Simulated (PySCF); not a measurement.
B(Me)2(NHMe) (C3H10BN), SMILES CNB(C)C.

Coordinates come from a B3LYP-D3(BJ)/def2-SVP optimisation. The values are those of a single conformer.

Calculation: TDA-CAM-B3LYP/def2-SVPD run with PySCF 2.14.0.

Vertical excitations. Isolated molecule, no solvent.

Computed lowest excited states:
```tsv
state	energy (eV)	λ (nm)	f	main pairs
S1	6.63	187	0.000	HOMO→LUMO 87 %
S2	7.81	159	0.018	HOMO→LUMO+2 51 %, HOMO→LUMO+1 35 %
S3	7.83	158	0.001	HOMO−1→LUMO+3 87 %
S4	7.91	157	0.005	HOMO→LUMO+1 53 %, HOMO→LUMO+2 21 %
S5	7.92	156	0.045	HOMO−1→LUMO 89 %
S6	8.08	154	0.384	HOMO→LUMO+3 93 %
S7	8.95	139	0.002	HOMO→LUMO+5 74 %, HOMO→LUMO+2 12 %
S8	8.96	138	0.011	HOMO−2→LUMO 43 %, HOMO−1→LUMO+2 36 %, HOMO−1→LUMO+1 13 %
S9	9.08	137	0.051	HOMO→LUMO+7 72 %, HOMO→LUMO+9 17 %
S10	9.12	136	0.015	HOMO→LUMO+4 77 %
T1	6.22	199	0	HOMO→LUMO+3 94 %
T2	6.47	192	0	HOMO→LUMO 82 %
T3	7.29	170	0	HOMO−1→LUMO+3 95 %
T4	7.61	163	0	HOMO→LUMO+2 41 %, HOMO→LUMO+1 37 %, HOMO→LUMO+5 8 %
```
Triplets are in the Tamm–Dancoff approximation.
